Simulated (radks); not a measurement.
Values are calculated unless marked as measured or tabulated.
Ionisation of the potassium ion K+, [Ar], to [Ne] 3s2 3p5 as the strength of local exchange is varied. Level of theory: scalar-relativistic Kohn-Sham, Slater X-alpha exchange (alpha = 2/3 is LDA exchange), no correlation, spin-polarised, spherical densities, finite nucleus; Fermi nuclear charge, rms radius 3.4349 fm (a radial shooting solver on a logarithmic mesh with Libxc functionals).

\begin{tabular}{lrrrrr}
alpha & E(K+) (hartree) & exchange (hartree) & IE (eV) & -e of the level emptied (eV) & <r> of it (bohr) \\ \hline
0.667 & -598.93989 & -30.18369 & 30.126 & 23.474 (3p) & 1.435 \\
0.776 & -603.89119 & -35.35901 & 32.138 & 25.417 (3p) & 1.408 \\
0.786 & -604.34715 & -35.83721 & 32.326 & 25.599 (3p) & 1.406 \\
0.795 & -604.75775 & -36.26807 & 32.496 & 25.763 (3p) & 1.403 \\
0.863 & -607.86761 & -39.53847 & 33.789 & 27.019 (3p) & 1.387 \\
0.864 & -607.91345 & -39.58676 & 33.809 & 27.037 (3p) & 1.387 \\
0.899 & -609.51938 & -41.28054 & 34.484 & 27.694 (3p) & 1.379 \\
0.994 & -613.89604 & -45.91314 & 36.350 & 29.512 (3p) & 1.357 \\
\end{tabular}

NIST Atomic Spectra Database: 31.625 eV (measured). The Delta-SCF value meets it near alpha = 0.75. Open shells are spherical and high-spin; term and fine-structure splittings are not resolved.
